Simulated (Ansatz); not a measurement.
A nudged elastic band was laid between two geometries of ClFGeH2O + H2O (9 atoms, charge 0, multiplicity 1).

These are results of RKS B3LYP-D4/def2-SVP in Ansatz 0.2.0, not measurements.

| Property | Result |
| --- | --- |
| movable images | 9 |
| climbing image | yes |
| spring | 5.0 eV/Å² |
| optimiser | quadratic models (default) |
| start path | through a guess of the saddle point |
| force threshold | 0.03 eV/Å |
| iteration limit | 60 |
| end points | relaxed |

Image 0:

```xyz
9
Properties=species:S:1:pos:R:3
Ge -0.390 -0.202 0.335
H -0.569 -0.156 1.841
F 1.292 -0.171 -0.168
Cl -1.377 1.311 -0.836
O -0.987 -1.782 -0.178
H -0.995 -1.902 -1.137
O 1.033 2.075 1.309
H 1.636 1.769 0.614
H 1.508 1.864 2.126
```

Image 10:

```xyz
9
Properties=species:S:1:pos:R:3
Ge 0.179 0.412 -0.650
H -0.453 -0.004 3.205
F 1.365 0.098 -1.864
Cl -1.489 1.430 -1.507
O -0.231 -1.176 -0.026
H -0.782 -1.131 0.769
O 0.871 1.482 0.568
H 1.803 1.282 0.745
H -0.110 0.415 2.667
```

(1) Which bonds break or form, and what moves?

(2) Give the energies along the band, and the barrier.

Answers

(1) Bonds broken: Ge1–H2, O7–H9. Bonds formed: Ge1–O7, H2–H9. ClFGeH2O + H2O becomes ClFGeH2O2 + H2.

(2) It did not converge within its limit. The highest image is number 5 of 0 to 10, 44.4 kcal/mol above the first end and 42.0 kcal/mol above the last; the last end lies 2.4 kcal/mol above the first. The band didn't meet its force threshold, so its energies are provisional: the largest band force was still 0.07 eV/Å, and over the last iterations the top stayed at 1.92 eV. Inner images lie below an end point, which means an intermediate or an end that isn't the lowest structure nearby. The orbitals stay closed-shell, which can raise the energy where a bond breaks towards radicals; this wasn't checked here.

| image | path coordinate (Å) | energy (kcal/mol) | Ge1–H2 (Å) | O7–H9 (Å) | Ge1–O7 (Å) |
| --- | --- | --- | --- | --- | --- |
| 0 | 0.00 | 0.0 | 1.52 | 0.97 | 2.86 |
| 1 | 1.54 | -1.7 | 1.52 | 0.97 | 2.79 |
| 2 | 3.09 | 1.7 | 1.52 | 0.97 | 2.85 |
| 3 | 4.63 | 5.9 | 1.52 | 0.97 | 3.16 |
| 4 | 6.18 | 11.5 | 1.53 | 0.97 | 2.88 |
| 5 | 7.72 | 44.4 | 1.88 | 1.18 | 1.94 |
| 6 | 8.84 | 6.7 | 2.74 | 2.01 | 1.77 |
| 7 | 9.95 | 1.7 | 3.60 | 2.50 | 1.76 |
| 8 | 11.06 | 1.4 | 3.88 | 2.52 | 1.76 |
| 9 | 12.18 | 1.7 | 3.94 | 2.46 | 1.76 |
| 10 | 13.29 | 2.4 | 3.93 | 2.55 | 1.76 |

The run took 16 min on 4 threads of Arm Neoverse V1, on a shared host, peak memory 0.29 GiB.
